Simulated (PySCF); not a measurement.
# [ReO3F]− at several levels of theory

Computed with PySCF 2.14.0 (density fitting, no spin-orbit coupling) at the geometry relaxed with TPSS:

```xyz
5
[ReO3F]− (doublet)
Re    0.0927    0.0659    0.0446
O     1.2207    0.7689    1.1799
O    -1.1155   -0.7832    0.9978
O     1.0554   -0.7425   -1.1838
F    -1.2036    0.7704   -1.2326
```

```
level                                              basis    state  HOMO (eV)  gap (eV)  charge on Re1 (e)  dipole about the centre of mass (D)  largest force component (eV/Å)
 TPSS     Re def2-SVP with ECP60, O def2-SVP, F def2-SVP  doublet       0.82      1.16               0.80                                 0.75                            0.01
 TPSS  Re def2-TZVP with ECP60, O def2-TZVP, F def2-TZVP  doublet       0.59      1.22               1.19                                 0.78                            0.15
 TPSS          Re x2c-SVPall, O x2c-SVPall, F x2c-SVPall  doublet       0.60      1.08               0.62                                 0.76                            0.63
```

HOMO and gap are taken over both spins. Charges are Mulliken's, which hang on the basis. The relaxation used the grid (50, 194), these runs (75, 302) or, all-electron (x2c bases, spin-free X2C Hamiltonian), (99, 590).

(1) Order these levels, in the first row's basis, by the HOMO–LUMO gap they give here, smallest first.
A. HF
B. M06-L
C. PBE
D. B3LYP

(2) And their other results?

No frequency check is given that shows the relaxed geometry to be a minimum. Open shells may have lower solutions than the one found.

The highest filled level of some runs lies above zero, as often for anions with such functionals and bases.

## Answers

(1) C (0.96 eV), B (1.30 eV), D (2.72 eV), A (11.10 eV).

(2) 
```csv
level,state,HOMO (eV),gap (eV),charge on Re1 (e),dipole about the centre of mass (D),largest force component (eV/Å)
PBE,doublet,0.94,0.96,0.67,0.65,0.06
M06-L,doublet,0.77,1.30,1.08,0.89,0.43
B3LYP,doublet,-0.37,2.72,0.87,0.84,0.44
HF,doublet,-5.25,11.10,1.57,1.45,2.05
```
